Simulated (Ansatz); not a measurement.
C2H5ClF2Si can be A, `C[Si@H](F)[C@@H](F)Cl`, or B, `F[C@@H]([SiH3])[C@@H](F)Cl`.

Program: Ansatz. Geometries: PBE0-D4/def2-TZVP. ΔE: electronic, gas phase. CBS: MP2 limit from def2 TZ/QZ plus the TZ coupled-cluster correction, frozen cores. Functionals use def2-TZVPP. B3LYP here is the variant with VWN-RPA as its local correlation; programs differ in this. Each species was taken in one conformer, which may not be the lowest.

Which is lower in electronic energy at CCSD(T)/CBS, and by how much? (Best estimate.)

The calculation gave: A, by 63.9 kcal/mol.

Give E(B) − E(A) in kcal/mol with MP2/def2-TZVPP, CCSD(T)/def2-TZVPP, B3LYP-D4, B3LYP, r2SCAN-D4, HF/def2-TZVPP, B2PLYP. (An estimate is asked.)

Computed: MP2/def2-TZVPP 65.2, CCSD(T)/def2-TZVPP 62.3, B3LYP-D4 62.3, B3LYP 62.1, r2SCAN-D4 62.9, HF/def2-TZVPP 62.5, B2PLYP 63.4. None reverses the order clearly.

Largest T1 diagnostic: 0.012.

From PBE to PBE0 (25 % exact exchange), in def2-TZVPP and without D4, E(B) − E(A) moves by +1.3 kcal/mol.
